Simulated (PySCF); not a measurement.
**How exact exchange moves a shielding**

Molecule: SMILES CC(=O)[SiH]1CC1, C$_{4}$H$_{8}$OSi.

Bonds (- single, = double, # triple, : aromatic): C1-C2 1.507 Å, C2=O3 1.211 Å, C2-Si4 1.916 Å, Si4-C5 1.871 Å, C5-C6 1.526 Å, C6-Si4 1.871 Å. C1 carries H7, H8, H9; Si4 carries H10; C5 carries H11, H12; C6 carries H13, H14. H12, H13 are cis to C2 on the ring; H11, H14 are trans to C2 on the ring.

GIAO shieldings (ppm, equivalent atoms averaged) in PySCF on the PBE0-D3(BJ)/def2-SVP geometry, basis pcSseg-1, gas phase, non-relativistic:

```tsv
functional	exact exchange (%)	σ(C1)	σ(C5/C6)	σ(Si4)
BLYP	0	140.3	173.8	464.7
BP86	0	144.1	177.6	474.0
PBE	0	144.8	177.9	475.4
B3LYP	20	144.0	180.7	475.8
PBE0	25	149.0	185.9	488.5
mPW1PW91	25	148.0	185.0	486.4
HF	100	157.9	200.3	520.2
```

Q: Fit each shielding as a line in the percentage of exact exchange.

A: σ(C1) = 143.2 + 0.15 x (rms 1.8 ppm); σ(C5/C6) = 177.2 + 0.24 x (rms 1.9 ppm); σ(Si4) = 471.6 + 0.49 x (rms 4.3 ppm). The functionals also differ in their semilocal parts, which the line can't hold; Hartree–Fock has no correlation at all.

Q: What does the line predict for BHandHLYP (50 %), and what does the run give?

A: σ(C1): 150.7 predicted, 149.2 computed; σ(C5/C6): 189.2 predicted, 189.1 computed; σ(Si4): 496.1 predicted, 491.9 computed ppm.
